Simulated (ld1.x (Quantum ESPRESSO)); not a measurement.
## How hard is this rubidium TM potential?

```json
{
  "Element": "rubidium",
  "Generator": "ld1.x (Quantum ESPRESSO) 7.5",
  "Type": "norm-conserving Troullier–Martins (Kleinman–Bylander form)",
  "Functional": "LDA (PZ)",
  "Relativity": "fully relativistic",
  "Frozen core": "[Kr]",
  "Valence charge": "1",
  "Reference configuration": "4d0 5s0.75 5p0 (charge +0.25)",
  "Partial waves": "5s (bound): rc 4.20 bohr; 4d (bound, empty): rc 4.20 bohr; 5p (bound, empty): rc 4.20 bohr",
  "Local potential": "the p channel",
  "Core correction": "a·sin(br)/r model core inside 3.60 bohr"
}
```

Open shells are filled in proportion to 2j + 1 (rel_dist='average').

The pseudo-atom Hamiltonian at the reference potential is diagonalised in spherical Bessel functions j_l(qr) that vanish at 20 bohr, with q² up to the cutoff. All-electron valence levels (Ry): 5s -0.2435, 4d3/2 -0.0613, 4d5/2 -0.0605, 5p1/2 -0.1152, 5p3/2 -0.1119.

**Question.** How do the lowest levels (Ry) of each channel move with the cutoff, and are there ghosts?

**Answer.**

| cutoff (Ry) | s #1 | d3/2 #1 | d5/2 #1 | d5/2 #2 | p1/2 #1 | p1/2 #2 | p3/2 #1 | p3/2 #2 | f #1 | f #2 | Σ f·Δε (mRy) |
| --- | --- | --- | --- | --- | --- | --- | --- | --- | --- | --- | --- |
| 8 | -0.2434 | -0.0603 | -0.0595 | 0.0304 | -0.1128 | 0.0165 | -0.1128 | 0.0165 | 0.0505 | 0.1616 | 0.0 |
| 10 | -0.2435 | -0.0610 | -0.0602 | 0.0300 | -0.1128 | 0.0165 | -0.1128 | 0.0165 | 0.0505 | 0.1616 | 0.0 |
| 400 | -0.2435 | -0.0611 | -0.0602 | 0.0299 | -0.1128 | 0.0165 | -0.1128 | 0.0165 | 0.0505 | 0.1616 | 0.0 |

Result: ghost state, extra bound levels that the all-electron valence spectrum of the same l lacks: s at -0.95 eV (a true bound ghost makes a file unfit for plane-wave use); 10 mRy is reached at 6 Ry and 1 mRy at 6 Ry.
